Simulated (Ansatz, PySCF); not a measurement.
Molecule: sum formula SiN2H6, charge 0, multiplicity 1. 
Structure (B3LYP-D3(BJ)/def2-TZVP (Ansatz, a first-principles code) minimum search):
```xyz
9

Si     0.0195    -0.4378    -0.1029
N      1.3660     0.5720    -0.4677
N     -1.3998     0.1869     0.6462
H      0.5367    -1.4591     0.8334
H     -0.4283    -0.9755    -1.4059
H      1.9937     0.8943     0.2518
H      1.3509     1.2078    -1.2495
H     -1.4228     0.4074     1.6293
H     -2.0665     0.7416     0.1328
```

PBE beside other levels, property by property. Valence correlation only, unless marked. Open shells are spin-unrestricted. No spin-orbit coupling. Non-relativistic. CBS marks a two-point X^-3 extrapolation of the correlation energy; Hartree-Fock from the larger set. [CCSD(T)-MP2]/basis is that difference in the basis named. Rows marked 298 K are enthalpies with B3LYP-D3(BJ) harmonic zero-point and thermal terms. Atomisation energies are electronic, to ground-state atoms; the column to compare with has the core term from cc-pwCVTZ added, other frozen-core levels have none. Frequencies are from Ansatz or PySCF. Anions need diffuse functions, of which def2-TZVPD holds fewer than the aug- sets. The coupled-cluster column (Ansatz) is a level with limits of its own: (a) RI-MP2/CBS(aug-cc-pV(T+d)Z,aug-cc-pV(Q+d)Z)+[CCSD(T)-MP2]/aug-cc-pV(T+d)Z; (b) CCSD(T)/CBS(cc-pV(T+d)Z,cc-pV(Q+d)Z).

```json
[
 {"property": "atomisation energy (kcal/mol)", "PBE/def2-TZVPD (Ansatz)": "717.2", "SVWN5/def2-TZVPD (Ansatz)": "807.7", "wB97M-V/def2-TZVPD (Ansatz)": "718.7", "CCSD(T)/cc-pV(D+d)Z (Ansatz)": "638.9", "coupled cluster": "718.6 (b)"},
 {"property": "H-N bond dissociation enthalpy, 298 K, to [NH][SiH2]N + H atom (kcal/mol)", "PBE/def2-TZVPD (Ansatz)": "105.9", "SVWN5/def2-TZVPD (Ansatz)": "121.0", "wB97M-V/def2-TZVPD (Ansatz)": "109.5", "CCSD(T)/cc-pV(D+d)Z (Ansatz)": "102.5", "coupled cluster": "111.2 (b)"},
 {"property": "proton affinity at N, enthalpy at 298 K, to N[SiH2][NH3+] (kcal/mol)", "PBE/def2-TZVPD (Ansatz)": "215.1", "SVWN5/def2-TZVPD (Ansatz)": "208.4", "wB97M-V/def2-TZVPD (Ansatz)": "212.9", "CCSD(T)/cc-pV(D+d)Z (Ansatz)": "224.6", "coupled cluster": "215.6 (b)"},
 {"property": "deprotonation enthalpy (H-Si bond), 298 K, to N[SiH-]N + H+ (kcal/mol)", "PBE/def2-TZVPD (Ansatz)": "381.2", "SVWN5/def2-TZVPD (Ansatz)": "375.0", "wB97M-V/def2-TZVPD (Ansatz)": "384.0", "CCSD(T)/cc-pV(D+d)Z (Ansatz)": "396.9", "coupled cluster": "387.2 (a)"},
 {"property": "deprotonation enthalpy (H-N bond), 298 K, to [NH-][SiH2]N + H+ (kcal/mol)", "PBE/def2-TZVPD (Ansatz)": "373.4", "SVWN5/def2-TZVPD (Ansatz)": "368.0", "wB97M-V/def2-TZVPD (Ansatz)": "375.6", "CCSD(T)/cc-pV(D+d)Z (Ansatz)": "390.3", "coupled cluster": "377.4 (a)"},
 {"property": "H-Si bond dissociation enthalpy, 298 K, to N[SiH]N + H atom (kcal/mol)", "PBE/def2-TZVPD (Ansatz)": "85.4", "SVWN5/def2-TZVPD (Ansatz)": "94.5", "wB97M-V/def2-TZVPD (Ansatz)": "93.3", "CCSD(T)/cc-pV(D+d)Z (Ansatz)": "90.0", "coupled cluster": "93.7 (b)"},
 {"property": "N-Si bond dissociation enthalpy, 298 K, to N[SiH2] + [NH2] (NH2) (kcal/mol)", "PBE/def2-TZVPD (Ansatz)": "100.1", "SVWN5/def2-TZVPD (Ansatz)": "119.0", "wB97M-V/def2-TZVPD (Ansatz)": "107.5", "CCSD(T)/cc-pV(D+d)Z (Ansatz)": "96.2", "coupled cluster": "108.0 (b)"}
]
```

As the rows show:
- atomisation energy: PBE lies 1.4 kcal/mol below coupled cluster.
- H-N bond dissociation enthalpy, 298 K, to [NH][SiH2]N + H atom: PBE lies 5.3 kcal/mol below coupled cluster.
- proton affinity at N, enthalpy at 298 K, to N[SiH2][NH3+]: PBE lies 0.5 kcal/mol below coupled cluster.
- deprotonation enthalpy (H-Si bond), 298 K, to N[SiH-]N + H+: PBE lies 6.0 kcal/mol below coupled cluster.
- deprotonation enthalpy (H-N bond), 298 K, to [NH-][SiH2]N + H+: PBE lies 4.0 kcal/mol below coupled cluster.
- H-Si bond dissociation enthalpy, 298 K, to N[SiH]N + H atom: PBE lies 8.3 kcal/mol below coupled cluster.
- N-Si bond dissociation enthalpy, 298 K, to N[SiH2] + [NH2] (NH2): PBE lies 7.9 kcal/mol below coupled cluster.
